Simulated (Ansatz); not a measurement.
Start from `CC(C)[NH][AlH][Cl]` and change one atom or group to get `CC(C)[NH][In]([Cl])[Cl]`.

Ansatz, PBE0-D4/def2-TZVP geometries, multiplicity 1. Each molecule was computed in one conformer, which needn't be the lowest.

Elements past krypton have def2 core potentials.

| property | `CC(C)[NH][AlH][Cl]` |
| --- | --- |
| size of the dipole moment (PBE/def2-TZVPP) / D | 2.31 |
| HOMO–LUMO gap (PBE0/def2-TZVPP) / eV | 6.60 |
| HOMO energy (B3LYP/def2-TZVPP) / eV | -6.86 |
| LUMO energy (B3LYP/def2-TZVPP) / eV | -0.69 |
| HOMO energy (PBE/def2-TZVPP) / eV | -5.81 |
| HOMO–LUMO gap (B3LYP/def2-TZVPP) / eV | 6.17 |

Problem. What does the change do to each property? (An estimate is asked.)

Solution. Computed: 
```csv
property,`CC(C)[NH][In]([Cl])[Cl]`,shift
size of the dipole moment (PBE/def2-TZVPP) / D,3.73,1.42
HOMO–LUMO gap (PBE0/def2-TZVPP) / eV,5.37,-1.23
HOMO energy (B3LYP/def2-TZVPP) / eV,-7.07,-0.21
LUMO energy (B3LYP/def2-TZVPP) / eV,-2.21,-1.52
HOMO energy (PBE/def2-TZVPP) / eV,-6.00,-0.19
HOMO–LUMO gap (B3LYP/def2-TZVPP) / eV,4.85,-1.32
```

With PBE0 the HOMO falls by 0.19 eV and the LUMO falls by 1.41 eV, so the gap narrows by about 1.22 eV. PBE moves the HOMO by -0.19 eV and ωB97M-V by -0.15 eV. Dipoles are sizes alone; their direction can turn.

B3LYP here is the variant with VWN-RPA as its local correlation; programs differ in this.
